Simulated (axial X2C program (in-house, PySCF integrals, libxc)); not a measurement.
Testing model relations on SeH⁺

A bond curve at the CCSD(T) level, with spin–orbit coupling, was computed with an in-house all-electron X2C program for linear molecules (integrals from PySCF) (basis Se dyall-cv3z [8s9p6d4f1g], H dyall-v3z [6s2p1d] (cores contracted in-house)) for the state Ω = 1 (⟨Sz⟩ = 1.00, ⟨Lz⟩ = 0.00 at HF). Its fit gives Re = 1.4886 Å, ωe = 2314.9 cm⁻¹, ωexe = 42.6 cm⁻¹ and αe = 2.234e-01 cm⁻¹; the masses are 79.9165 and 1.0078 u. Two-component means X2C with spin–orbit coupling and atomic mean-field Coulomb and Gaunt terms.

Correlated methods: 6 electrons correlated (number of frozen shells: Se 3 s, 2 p, 1 d; H none), 146 virtual spin orbitals or spinors in MP2, 70 natural virtuals in coupled cluster.

(1) Find the reduced mass, Be and the force constant.

(2) Scale the constants to the deuteride (D 2.0141 u) within the Born–Oppenheimer picture.

(3) Estimate the centrifugal constant by the Kratzer relation.

(4) Estimate De from a Morse curve and compare with the computed well depth of 3.081 eV to Se+ + H.

(5) A Morse curve ties αe to the other constants (Pekeris). How well does that hold?

Occupations by symmetry block were frozen at the best pattern of an incomplete PBE0 search. Dissociation energies refer to the lowest single-determinant-based atoms at the same level and basis. Coupled cluster ran in a truncated set of natural virtual spinors; the MP2 energy of the rest was added. (T) has no such correction and the atoms are truncated less, which lowers De at CCSD(T) by a hundredth of an eV or more. With several unpaired electrons one determinant need not be a pure state. Open-shell Ω = 0 determinants with evenly filled partner blocks cannot be reached by this program, so the Ω shown need not be the lowest component. This is the Ω = 1 component of a π² triplet; the 0⁺ component is not one determinant and can lie lowest.

Answers

(1) From the CCSD(T) values: μ = 0.9952 u. Be = 16.8576/(μ Re²) = 7.644 cm⁻¹. k = 5.8918×10⁻⁷ μ ωe² = 3.14 mdyn/Å.

(2) ρ = √(μH/μD) = 0.7118; ωe = 1647.6, ωexe = 21.6, Be = 3.872 cm⁻¹; the zero-point energy falls by 328 cm⁻¹.

(3) D = 4Be³/ωe² = 3.33e-04 cm⁻¹.

(4) De(Morse) = ωe²/(4ωexe) = 3.899 eV against 3.081 eV computed, a ratio of 1.27. The extrapolation overshoots: the well softens faster than a Morse curve, or the lowest atomic limit lies below the one to which the curve heads.

(5) αe(Morse) = 6Be²/ωe × (√(ωexe/Be) − 1) = 2.061e-01 cm⁻¹; the CCSD(T) curve gives 2.234e-01 cm⁻¹, a ratio of 0.92.
